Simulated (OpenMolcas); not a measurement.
## Ag4+: moving or changing the point charges

Ag4+ among 6 point charges of -1 e arranged as an octahedron (Oh), 1.92 Å from the ion.
```
   1.9200    0.0000    0.0000  -1.00
   0.0000    1.9200    0.0000  -1.00
  -1.9200    0.0000    0.0000  -1.00
   0.0000   -1.9200    0.0000  -1.00
   0.0000    0.0000    1.9200  -1.00
   0.0000    0.0000   -1.9200  -1.00
```

| Quantity | Value |
| --- | --- |
| Program | OpenMolcas |
| Method | SS-CASPT2, IPEA 0.25 Eh, imaginary shift 0.1 Eh (closed shells correlated: 4s 4p) |
| Basis | ANO-RCC-VDZP [6s5p3d1f] |
| Scalar Hamiltonian | DKH2, point nucleus |
| Active space | 7 electrons in 5 orbitals (4d) |
| State averaging | 2S+1 = 4 even, 10 roots; 2S+1 = 2 even, 40 roots |
| Spin-orbit coupling | RASSI with atomic mean-field integrals over the reference wave functions |

Runs around this geometry, states (labels of O, the rotations of Oh). Energies in cm-1 above the lowest state or level, χT in cm3 K/mol; under a threefold ground state the first gap can be a small split of the lowest multiplet, not the spin-orbit step.

```csv
R (Å),q (e),Ground state,First state of that spin,First gap with spin-orbit (degeneracies),χT at 300 K,First state of another spin
1.92,-0.65,4T1,4T2 1830,"490 (2, 4)",4.389,2E 16200
1.84,-1,4T1,4T2 3610,"800 (2, 4)",3.760,2E 15270
1.92,-1,4T1,4T2 3250,"760 (2, 4)",3.848,2E 15840
2.08,-1,4T1,4T2 1830,"490 (2, 4)",4.388,2E 16190
```

Taking the first state of the same spin as R^-n, n = -ln(1830 / 3610) / ln(2.08 / 1.84) = 5.5 between the shortest and longest distance.

Scaling the charges by -0.65 / -1 = 0.65 scales the first state of the same spin by 1830 / 3250 = 0.56; with fixed orbitals a first-order splitting would follow the charge.

Roots that are degenerate in the reference are averaged as groups; the widest CASPT2 spread within a group is 230 cm-1 (the 3-fold group of multiplicity 4 near 1830 cm-1 above the lowest state of its run, R = 2.08, q = -1). Shifts and gaps below about the spread of the groups concerned are not significant. An orbital triplet at a regular site is open to Jahn-Teller coupling, which can distort the site and quench the lowest spin-orbit gaps and is left out. Point charges give a weaker field than real ligands, and real ions of this kind are as a rule low spin; the high spin found here belongs to the model. Free-ion shares, where given, are those of the reference states; single-state CASPT2 does not remix them. This field is weak: 10Dq is about 2281 cm-1, while octahedral complexes of 4d ions of charge 3 and more, computed by the same method with explicit ligands, had a median near 25000 cm-1. Ground spin and moment need not be those of a real site (figures for R = 1.92, q = -0.65; the like holds for R = 1.84, q = -1, R = 1.92, q = -1, R = 2.08, q = -1). The ground term spreads over less than 5000 cm-1, several times less than with real ligands, so orbital moments are less quenched and χT lies further from the spin-only value than at real sites (holds for R = 1.92, q = -0.65; R = 2.08, q = -1). Point charges carry no covalency, so the field is a model and not that of real ligands. No measured value stands beside these numbers.
